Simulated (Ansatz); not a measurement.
`F[Si@@H](Cl)[Si@@H](F)Cl` + H₂ → `F[SiH2]Cl` + `F[SiH2]Cl` at 400 K and 1 bar (hydrogenolysis of the Si–Si bond).

Gas-phase electronic energies from Ansatz, PBE0-D4/def2-TZVP geometries. CBS: MP2 limit from def2 TZ/QZ plus the TZ coupled-cluster correction, frozen cores. This one scheme is used for every species. One conformer a species, not always the lowest.

```tsv
species	CCSD(T)/CBS energy (Eh)	H − E (kJ/mol)	S (J/(mol·K))
`F[Si@@H](Cl)[Si@@H](F)Cl`	-1698.73389	110.2	429.6
H₂	-1.17544	38.0	139.0
`F[SiH2]Cl`	-849.96195	76.1	299.2
`F[SiH2]Cl`	-849.96195	76.1	299.2
```

H − E and S are ideal-gas, rigid-rotor, harmonic terms from PBE0-D4/def2-TZVP, for one conformer and one mirror image of each species. The MP2-based limit puts H₂ 0.8 mEh under its directly extrapolated value; such offsets cancel only in part. 1 Eh = 2625.50 kJ/mol, R = 8.31446 J/(mol·K).

Problem. By hand: ΔE, ΔH, ΔS and ΔG.

Solution. ΔE = (-849.96195) + (-849.96195) − (-1698.73389) − (-1.17544) = -0.01457 Eh = -38.3 kJ/mol. Δ(H − E) = 76.1 + 76.1 − 110.2 − 38.0 = 4.0, so ΔH = -34.3 kJ/mol. ΔS = 299.2 + 299.2 − 429.6 − 139.0 = 29.8 J/(mol·K). ΔG = -34.3 − 400 × (29.8)/1000 = -46.2 kJ/mol.

Problem. By hand: the equilibrium constant, and the temperature at which ΔG would vanish if ΔH and ΔS stayed fixed.

Solution. log₁₀ K = −ΔG/(RT ln 10) = 6.0. ΔH and −TΔS have one sign here, so there is no such temperature.

TΔS isn't small against ΔH here. A doubt of 5 kJ/mol in ΔE shifts log₁₀ K by 0.7 here. Other conformers and mirror images would add mixing entropy, several J/(mol·K) or more a flexible species. Modes under 60 cm⁻¹, often nearly free rotors, make the harmonic entropy too high. These are equilibria of isolated gas molecules and say nothing of rates. Largest T1 diagnostic: 0.011 (customary marks: 0.02 for closed shells, 0.045 for open ones).
